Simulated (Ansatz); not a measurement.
Geometry optimisation, RKS PBE-D4/6-31G* (Ansatz 0.2.0).

The input (input.yaml):

```yaml
crystal:
  periodic: [false, false, false]
  atoms:
    - { symbol: B, position_ang: [0.044953, 0.487375, -0.391473] }
    - { symbol: O, position_ang: [-0.148529, -0.183956, 2.11067] }
    - { symbol: H, position_ang: [-1.11524, -0.053178, 2.194517] }
    - { symbol: H, position_ang: [1.048164, -0.151385, -0.542813] }
    - { symbol: C, position_ang: [-1.384257, 0.039508, -0.839033] }
    - { symbol: H, position_ang: [-1.547034, -1.037098, -0.658501] }
    - { symbol: H, position_ang: [-2.205298, 0.621099, -0.38737] }
    - { symbol: H, position_ang: [-1.44993, 0.186237, -1.936984] }
    - { symbol: Cl, position_ang: [0.321272, 2.234698, 0.111961] }
    - { symbol: H, position_ang: [0.201499, 0.7414, 2.202826] }
basis:
  gaussian: { orbitals: "6-31G*" }
hamiltonian:
  xc: pbe
  dispersion: d4
relax:
  f_tol: 0.03
  max_steps: 50
```

Launched with:

```bash
$ ansatz run input.yaml --threads 1 --pin off --max-ram 2048MiB --backend cpu --events-out ev --progress --plain --runs-dir out
```

**Question.** Where does it end, and by what steps?

**Answer.** It converged. After 10 steps the energy has fallen by 0.392 eV; H3 moved furthest, 0.56 Å. Joined: B1–O2 (2.60 → 1.71 Å).

| step | energy less start (eV) | largest force component (eV/Å) | accepted |
| --- | --- | --- | --- |
| 0 | 0.0000 | 0.599 | yes |
| 1 | -0.0804 | 1.386 | yes |
| 2 | -0.2387 | 1.306 | yes |
| 3 | -0.3161 | 1.045 | yes |
| 4 | -0.3512 | 0.422 | yes |
| 5 | -0.3792 | 0.220 | yes |
| 6 | -0.3853 | 0.215 | yes |
| 7 | -0.3885 | 0.168 | yes |
| 8 | -0.3870 | 0.372 | no |
| 9 | -0.3920 | 0.072 | yes |
| 10 | -0.3923 | 0.010 | yes |

```xyz
10
Properties=species:S:1:pos:R:3
B -0.045 0.414 -0.016
O -0.256 -0.060 1.613
H -1.063 0.425 1.909
H 0.999 -0.132 -0.284
C -1.384 -0.023 -0.748
H -1.537 -1.117 -0.712
H -2.292 0.468 -0.348
H -1.324 0.259 -1.814
Cl 0.183 2.268 0.173
H 0.484 0.383 2.090
```

Time of the run: 34 s on 1 thread of Arm Neoverse V1, with other jobs on the host, peak memory 0.14 GiB.
